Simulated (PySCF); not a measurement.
Compound: C5H7O3 (doublet state).
Atom-mapped SMILES: `[CH3:1][O:2][C:3]1=[CH:4][O:5][CH:6][CH2:7][O:8]1` (hydrogens: H9, H10, H11 on C1; H12 on C4; H13 on C6; H14, H15 on C7)

Geometry (GFN2-xTB, Å), atoms numbered from 1 in this order:
```xyz
15
C5H7O3 angstrom
C      2.5159    0.2865   -0.2667
O      1.5886   -0.7354   -0.5790
C      0.2829   -0.4489   -0.3646
C     -0.6792   -1.3335   -0.6979
O     -2.0029   -1.0494   -0.5679
C     -2.2995    0.1394    0.0075
C     -1.2616    0.7572    0.8752
O      0.0112    0.7536    0.2186
H      3.4936   -0.1268   -0.5034
H      2.4687    0.5535    0.7919
H      2.3326    1.1809   -0.8667
H     -0.4710   -2.2840   -1.1494
H     -3.3483    0.3057    0.1574
H     -1.1438    0.2086    1.8302
H     -1.4915    1.8007    1.0930
```

The hyperfine couplings belong to this conformer and change with its torsions.

Computed with UKS B3LYP, pcH-1 on C H O, non-relativistic, mean-field spin-orbit, GIAO (PySCF). Isolated species at its GFN2-xTB geometry (one conformer only). The geometry wasn't refined by DFT: couplings that depend on bond lengths, twists or pyramidal angles can differ widely from those at the functional's own minimum. No stability test was run, so a lower SCF solution isn't excluded.

Q: Give the principal g shifts and their parts.

A: 
```json
{"Δg (ppm)": "relativistic mass correction", "1": "-204", "2": "-204", "3": "-204"}
{"Δg (ppm)": "gauge correction", "1": "19", "2": "36", "3": "34"}
{"Δg (ppm)": "orbital Zeeman/spin–orbit", "1": "-444", "2": "1199", "3": "2157"}
{"Δg (ppm)": "total", "1": "-629", "2": "1031", "3": "1987"}
```

So g = 2.00169, 2.00335, 2.00431 and g_iso = 2.00312; the tensor is rhombic: the two nearest values differ by 37 % of g3 − g1. 

Q: At 9.747 GHz, how far is the centre of the isotropic spectrum from where a free electron (g = 2.002319) resonates?

A: B = hν/(g μB) with μB/h = 13.99624 MHz/mT gives 347.80 mT for the free electron and 347.66 mT at g_iso, 0.14 mT lower.

Q: How much does each term add to the isotropic shift?

A: The orbital-Zeeman/spin–orbit term 971, the mass correction -204 and the gauge correction 30 ppm, for a total of 796 ppm. The orbital-Zeeman/spin–orbit term is the largest in size. The mass correction is the same along every axis, so the anisotropy comes from the other two: their spans along these axes are 17 (gauge) and 2601 ppm (orbital Zeeman/spin–orbit).

Q: In a frozen sample, at which fields do the three g values resonate at 9.5, 34, 94 and 263 GHz (hyperfine left aside), and which band first spreads them over more than twice a line width of 0.3 mT?

A: 
```json
{"band": "X", "GHz": "9.5", "B(g3) mT": "338.65", "B(g2) mT": "338.81", "B(g1) mT": "339.09", "spread mT": "0.44"}
{"band": "Q", "GHz": "34.0", "B(g3) mT": "1212.00", "B(g2) mT": "1212.58", "B(g1) mT": "1213.59", "spread mT": "1.58"}
{"band": "W", "GHz": "94.0", "B(g3) mT": "3350.83", "B(g2) mT": "3352.43", "B(g1) mT": "3355.21", "spread mT": "4.38"}
{"band": "J", "GHz": "263.0", "B(g3) mT": "9375.19", "B(g2) mT": "9379.66", "B(g1) mT": "9387.44", "spread mT": "12.25"}
```

The spread grows in proportion to the frequency. Q band is the first where it exceeds 0.6 mT.

The Mulliken spin populations are largest on C6 (+0.81), O5 (+0.13), C3 (+0.10) and C4 (-0.06). C6 is the only atom above +0.15. The angles at C6 add up to 354.0°, so it is nearly planar; its axial dipolar tensor and the negative coupling of its proton fit spin in a p orbital normal to that plane.

The HOMO–LUMO gaps are 5.65 eV among the α and 4.12 eV among the β orbitals.

Hardware: one thread of an Arm Neoverse V1, no GPU, on a shared host. Cost: 75 s wall (with the writing of density and orbital grids), 0.97 GiB resident at most.
